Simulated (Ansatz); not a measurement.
`O[SiH2]O[SiH2]S`, relaxed with RKS PBE-D4/def2-SVP in Ansatz from a rough embedded geometry. The force threshold is 0.03 eV/Å; the program also tests the step.

The species carries charge 0 and has multiplicity 1.

Start:

```xyz
11

O    -1.759   -1.416   -1.542
Si   -1.456   -0.767   -0.095
O    -0.004   -0.027   -0.171
Si    1.022    0.921    0.788
S     2.666    1.545   -0.307
H    -1.281   -1.110   -2.319
H    -2.506    0.239    0.180
H    -1.383   -1.778    0.934
H     1.436    0.014    1.886
H     0.226    2.049    1.353
H     3.038    0.330   -0.707
```

Task: By how much does the energy fall, and how many steps does the optimiser take? (Best estimate.)

Result: The calculation gave: 46.96 kJ/mol, in 26 steps, 3 of them rejected.

Task: Which bonds change most? (Estimate.)

Result: Ansatz gave: Si4–S5 from 2.071 to 2.180 Å; Si2–O3 from 1.631 to 1.692 Å; O1–Si2 from 1.614 to 1.669 Å; Si2–H8 from 1.445 to 1.492 Å.

Task: Give the relaxed structure. (Estimate.)

Result: Ansatz gave: 
```xyz
11

O    -0.834   -1.114   -1.561
Si   -1.456   -0.833   -0.038
O    -0.226   -0.371    1.029
Si    0.928    0.832    0.979
S     1.642    1.154   -1.056
H    -0.282   -0.372   -1.886
H    -2.483    0.268   -0.028
H    -2.022   -2.125    0.448
H     2.060    0.426    1.869
H     0.365    2.169    1.361
H     2.309   -0.035   -1.116
```
